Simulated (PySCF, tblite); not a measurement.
Isomers of C4H8F3OPS, one GFN2-xTB conformer each. Single-point energies are computed at PBE0/pcSseg-1 (PySCF, gas phase, no added dispersion term), electronic only.

Problem. Rank them by PBE0/pcSseg-1 energy, lowest first (kJ/mol).
A. `[CH3:1][S:2][CH2:3][P@@:4]([CH3:5])(=[O:6])[C:7]([F:8])([F:9])[F:10]` with C1–S2–C3–P4 -80°, S2–C3–P4–C5 -63°
B. `[CH3:1][CH2:2][P@@:3](=[S:4])([CH2:5][OH:6])[C:7]([F:8])([F:9])[F:10]` with C1–C2–P3–S4 -59°, C2–P3–C5–O6 -82°, P3–C5–O6–H -57°

Solution. A (0.0), B (6.7).

As drawn, the lower has a P=O bond, which the higher lacks; the higher has an O–H bond, which the lower lacks. Neighbours under 10 kJ/mol apart (CSC[P@@](C)(=O)C(F)(F)F and CC[P@@](=S)(CO)C(F)(F)F) can change places with a better method, another conformer or zero-point energy. GFN2-xTB itself gives, in the same order: 0.0, 75.4. Both levels put the same isomer lowest.

Problem. Which frontier levels, dipoles and rotational constants go with these structures?

Solution. 
```csv
SMILES,"HOMO (eV, PBE0/pcSseg-1)",LUMO (eV),dipole (D),"A, B, C (MHz)"
CSC[P@@](C)(=O)C(F)(F)F,-6.88,0.34,2.65,"1793, 577.6, 575.6"
CC[P@@](=S)(CO)C(F)(F)F,-7.19,0.09,2.79,"1188, 741.3, 725.1"
```

Problem. What happens when harmonic zero-point energies from GFN2-xTB frequencies are added?

Solution. 
```csv
SMILES,ZPE (kJ/mol),electronic (kJ/mol),with ZPE (kJ/mol)
CSC[P@@](C)(=O)C(F)(F)F,312.6,0.0,0.0
CC[P@@](=S)(CO)C(F)(F)F,317.6,6.7,11.6
```

The zero-point energies span 5.0 kJ/mol. The order is unchanged.
